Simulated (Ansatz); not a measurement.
H2Au2⁻. Charge -1, multiplicity 2. Geometry PBE0-D4/def2-TZVPD; atoms count from 1.

```xyz
4

Au   -0.810    1.908   -0.554
Au    0.354   -0.595    0.137
H     1.564   -1.676    0.186
H    -1.108    0.363    0.231
```

In the def2 sets Au takes a core potential; there is no spin–orbit coupling. The structure comes from a short search, and lower isomers may exist.

Q: Estimate the Mulliken populations from the PBE0/def2-TZVPD orbitals of Ansatz.

A: 
```tsv
atom	charge (e)	spin (α − β)	d electrons
Au1	-0.54	0.75	9.78
Au2	-0.56	0.06	9.67
H3	-0.03	0.04	–
H4	0.12	0.14	–
```
Mulliken values depend strongly on the basis. With diffuse functions, as here, like atoms can get unlike values, and bond orders can come out too low or too high.

Q: Where does the spin sit?

A: Summed by element: Au 0.81, H 0.19, of 1 unpaired in all. Largest on single atoms: Au1 0.75, H4 0.14, Au2 0.06.

Q: And the Mayer bond orders between heavy atoms (over 0.3)?

A: Au1–Au2 0.50 (2.85 Å).
